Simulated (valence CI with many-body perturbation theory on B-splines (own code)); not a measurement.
Values are calculated unless marked as measured or tabulated.
**Pd32+: what the settings do**

Method: relativistic CI+MBPT: four valence electrons over a frozen Dirac-Fock core [Ne], a basis of 6 s, 6 p, 5 d, 3 f, 1 g functions for each j, with the one-electron correlation potential Σ1 (screened to all orders), the two-electron term Σ2, the three-electron term Σ3, Breit, model QED; selected single and double excitations, second order for the rest, scaled by the run's own slope (own B-spline code, finite nucleus).

No measured spectrum was set against this ion. As an estimate, large intervals hold to a few tenths of a per cent, small ones and those within an open d or f shell to about a per cent.

The reference run has the lowest level (3s^2 3p1/2^2) J=0 and an ionisation energy of 1960.67 eV. Its largest variational space holds 10000 state functions.

Levels are named by their leading jj configuration (3d3/2^4 stands for four electrons in 3d with j = 3/2), which in mixed levels can hold well under half, so a name can repeat and another be missing. Letters in brackets count levels of one name in rising energy.

Reference levels: (3s^2 3p1/2 3p3/2) J=1 262250, (3s^2 3p1/2 3p3/2) J=2 303340, (3s^2 3p3/2^2) J=2 595692, (3s^2 3p3/2^2) J=0 688997, (3s 3p1/2^2 3p3/2) J=2 892959, (3s 3p1/2^2 3p3/2) J=1 1026110, (3s 3p1/2 3p3/2^2) J=2 [a] 1137070, (3s 3p1/2 3p3/2^2) J=3 1204950, (3s^2 3p1/2 3d3/2) J=2 1209720, (3s 3p1/2 3p3/2^2) J=0 1296770, (3s 3p1/2 3p3/2^2) J=1 [a] 1319850, (3s 3p1/2 3p3/2^2) J=2 [b] 1349400 cm⁻¹.

Rank these changes by the mean size of the shift of these levels, smallest first.
A. scale of Σ2 1 → 0.8
B. box radius (bohr) 2.5542 → 6.1
C. highest l with Σ1, explicit Σ2 and valence Breit (higher l get mean screening factors) 3 → 0

B (5.6 cm⁻¹), A (130 cm⁻¹), C (1500 cm⁻¹).
